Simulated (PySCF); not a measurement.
Isomers of H7OPSi2. Theory: PySCF 2.14.0, PBE0-D3(BJ)/def2-SVP geometry optimisation, gas phase. Energies are electronic, without zero-point or thermal terms, for one conformer each. No frequencies were run at this level. Point groups hold within 0.08 Å.

Question: Rank from lowest to highest electronic energy at this level (kJ/mol).
A. `[OH:1][SiH2:2][SiH2:3][PH2:4]` with H–O1–Si2–Si3 58°, O1–Si2–Si3–P4 177°, Si2–Si3–P4–H 47° and -47°
B. `[SiH3:1][O:2][SiH2:3][PH2:4]` with Si1–O2–Si3–P4 47°, O2–Si3–P4–H 81° and 175°

Answer: B (0.0), A (83.1).

As drawn, the higher has an O–H bond and an Si–Si bond, which the lower lacks.

```
        SMILES      E (Eh)  E rel (kJ/mol)  dipole (D)  point group     A, B, C (MHz)
[SiH3]O[SiH2]P  -999.03478             0.0        0.54           C1  6001, 1620, 1340
O[SiH2][SiH2]P  -999.00313            83.1        1.28            –  8804, 1272, 1155
```
